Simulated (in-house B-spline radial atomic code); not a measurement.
Configurations of Pr IV (Pr3+), with energies counted from [Xe] 4f2. Method: scalar-relativistic (X2C) BHandHLYP, spin-polarised, spherical fractional occupations, Fermi nucleus of rms radius 4.8919 fm. Calculated with an all-electron radial atomic-structure program (B-spline basis). Shells without spins written out take the highest spin.

Caution: exact exchange at fractional occupations of open shells leaves self-interaction of up to several eV.

Occupations are held fixed; configurations that lie above the ionisation limit could autoionise.

```
                                                  configuration  E - E(ref) (eV)  highest orbital  its <r> (bohr)
                                                   [Xe] 4f1 5d1           6.5622            5d up           2.269
                                                   [Xe] 4f1 6p1           14.715            6p up           3.797
                                                   [Xe] 4f1 5f1           22.429            5f up           4.485
                                      [Kr] 4d10 4f2 5s2 5p5 6d1           41.076            6d up            5.07
                                      [Kr] 4d10 4f2 5s2 5p5 6f1           46.631            6f up           7.885
                                           [Kr] 4d9 4f3 5s2 5p6           118.35            4f up          0.9924
[Kr] 4d(4 up, 5 down) 4f(1 up, 1 down) 5s2 5p6 6p(1 up, 0 down)           141.37            6p up           3.791
```

(1) Order these further configurations by energy, lowest first.
A. [Xe] 4f(1 up, 1 down)
B. [Kr] 4d10 4f2 5s2 5p5 6p1
C. [Kr] 4d10 4f2 5s2 5p5 5d1
D. [Kr] 4d10 4f(2 up, 0 down) 5s2 5p(3 up, 2 down) 6f(0 up, 1 down)
E. [Kr] 4d(5 up, 4 down) 4f(2 up, 0 down) 5s2 5p6 5f(1 up, 0 down)

(2) How far above the reference does [Xe] 4f1 6d1 lie?

(3) How far above the reference does [Kr] 4d(4 up, 5 down) 4f(0 up, 2 down) 5s2 5p6 6s(1 up, 0 down) lie?

Results:

(1) A (2.4022 eV), C (26.513 eV), B (34.582 eV), D (46.711 eV), E (144.84 eV).

(2) 21.288 eV; its least bound orbital is 6d up with <r> = 5.029 bohr.

(3) 131.3 eV; its least bound orbital is 6s up with <r> = 3.235 bohr.
